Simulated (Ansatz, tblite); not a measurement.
Dissociation curve of K(OtBu), C4H9KO, SMILES CC(C)(C)[O][K]. The C4–H15 bond (C4 also carries C, H, H; H15 carries nothing else) is pulled apart rigidly from the PBE0/def2-SVP optimised geometry.

Methods: GFN2-xTB, 300 K electronic temperature (tblite); UKS-PBE0 = Ansatz (an electronic-structure program) with unrestricted PBE0/def2-SVP.

Energies relative to the lowest point of each curve near equilibrium, in kcal/mol; the last columns give the difference from UKS-PBE0:

```
R / Å  GFN2-xTB  UKS-PBE0  GFN2-xTB − UKS-PBE0
-----  --------  --------  -------------------
0.91       17.4      20.9                 -3.5
0.97        6.6       8.7                 -2.1
1.04        0.9       1.7                 -0.8
1.06        0.3       0.7                 -0.5
1.10        0.0       0.0                  0.0
1.14        0.8       0.5                  0.3
1.18        2.5       2.0                  0.5
1.24        6.1       5.6                  0.5
1.34       14.1      14.1                  0.0
1.47       25.8      27.3                 -1.5
1.60       38.4      41.3                 -2.9
1.83       59.3      64.7                 -5.3
2.03       74.9      82.4                 -7.5
2.34       93.5      99.3                 -5.8
2.68      106.9     106.9                  0.0
3.18      117.0     110.7                  6.4
```

GFN2-xTB is furthest from UKS-PBE0 at 2.03 (-7.5 kcal/mol, below); its mean absolute difference over the points is 2.3 kcal/mol.

The unrestricted determinant behind UKS-PBE0 is spin-contaminated at 2.34 to 3.18 Å (<S²> up to 1.0, against 0.00 for a pure singlet).
